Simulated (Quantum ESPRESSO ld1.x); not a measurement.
Problem. These are the eigenvalues of the occupied orbitals of an atom or ion with whole-number occupations (Ry). Calculated with ld1.x of Quantum ESPRESSO 7.5: scalar-relativistic Kohn-Sham, BLYP, spin-unpolarised, spherical densities, point nucleus.

| orbital | eigenvalue |
|---|---|
| 1s | -5831.03 |
| 2s | -1078.26 |
| 2p | -943.056 |
| 3s | -303.210 |
| 3p | -263.815 |
| 3d | -221.273 |
| 4s | -111.941 |
| 4p | -98.3724 |
| 4d | -82.1928 |
| 4f | -64.7233 |

Which element is it, and in what charge state? The configuration may be excited.

Solution. Z = 78, platinum, charge +27: Pt27+ in [Kr] 4d10 4f5. The list shows which subshells hold electrons but not how many an open one holds; the 1s level, -2915.5 hartree, gives Z - s = 76.4 by -(Z - s)^2/2, which with screening and relativity narrows Z to a few neighbours, and the depths of the outer levels then fix element, charge and occupations together.
